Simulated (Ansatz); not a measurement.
A structure relaxed at PBE-D4/def2-SVP in Ansatz, charge 0, singlet:

```xyz
8

Mg   -0.460    1.793   -0.567
Mg   -0.721   -1.281   -1.260
Mg   -0.745   -0.332    1.756
Mg    1.926   -0.181    0.071
Te    1.064    0.476   -2.510
Te    0.657   -2.563    0.812
Te   -2.753    0.257   -0.103
Te    1.032    1.830    1.801
```

Task: Give its formula and point group.

Result: the cluster Mg4Te4 (the lowest singlet isomer of a short search). Point group Td (tolerance 0.1 Å).

Task: Summarise the bond lengths by kind (pairs closer than 1.2 times the sum of covalent radii, bridged metal pairs left out).

Result: 12 × Mg–Te 2.80 Å.

In the def2 sets Te takes a core potential; there is no spin–orbit coupling. The structure comes from a short search, and lower isomers may exist.
